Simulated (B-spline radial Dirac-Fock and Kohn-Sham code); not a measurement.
Scattering functions of Mn²⁺

System: manganese as Mn²⁺, configuration [Ar] 3d4 4s1 (an excited configuration).

These are calculated numbers from a B-spline atomic structure program; the model is relativistic Hartree-Fock (Dirac-Fock) wave functions, averaged over the configuration. f₀ is the Fourier transform of the spherical electron density, S the Waller-Hartree incoherent function, and s = sin θ/λ.

| s (Å⁻¹) | f₀ | S |
| --- | --- | --- |
| 0 | 23.000 | 0.000 |
| 0.08 | 22.086 | 1.156 |
| 0.09 | 21.864 | 1.404 |
| 0.11 | 21.370 | 1.918 |
| 0.13 | 20.826 | 2.441 |
| 0.15 | 20.245 | 2.960 |
| 0.18 | 19.337 | 3.731 |
| 0.21 | 18.411 | 4.496 |
| 0.25 | 17.184 | 5.509 |
| 0.29 | 15.992 | 6.496 |
| 0.35 | 14.306 | 7.882 |
| 0.41 | 12.784 | 9.129 |
| 0.48 | 11.254 | 10.417 |
| 0.56 | 9.848 | 11.695 |
| 0.66 | 8.553 | 13.029 |
| 0.78 | 7.511 | 14.291 |
| 0.92 | 6.713 | 15.415 |
| 1.08 | 6.041 | 16.418 |
| 1.27 | 5.331 | 17.397 |
| 1.49 | 4.533 | 18.344 |
| 1.75 | 3.664 | 19.242 |
| 2.06 | 2.826 | 20.039 |
| 2.42 | 2.152 | 20.677 |

f₀ starts at the number of electrons, 23, and has fallen to half at s ≈ 0.47 Å⁻¹. The sum of ⟨r²⟩ over the electrons is 20.82 bohr².
